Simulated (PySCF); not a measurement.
Te(SeH)2 (H2Se2Te), SMILES [SeH][Te][SeH]. Atoms are numbered in the order given.

```xyz
5

Te     0.0000     0.0000    -0.9071
Se    -2.0163     0.0440     0.6693
H     -2.1222    -1.4229     0.8288
Se     2.0163    -0.0440     0.6693
H      2.1222     1.4229     0.8288
```

Geometry optimised at B3LYP-D3(BJ)/def2-SVP. This is a generated structure with no PubChem entry under its InChIKey; it may be hypothetical. The def2 effective core potentials stand for the cores of Te; spin–orbit coupling is left out. Other conformers were not sampled.

Method: PBE/def2-TZVPD (PySCF).

Symmetry labels are those of the subgroup C2 that the program uses (full group C2).

Computed valence orbital energies around the gap with their symmetry:
```csv
orbital,symmetry,energy (eV)
HOMO−7,A,-14.94
HOMO−6,B,-10.14
HOMO−5,A,-9.62
HOMO−4,B,-8.56
HOMO−3,A,-8.04
HOMO−2,A,-6.30
HOMO−1,B,-6.03
HOMO,B,-5.73
LUMO,A,-3.07
LUMO+1,B,-2.68
LUMO+2,A,-1.27
LUMO+3,B,-0.77
```
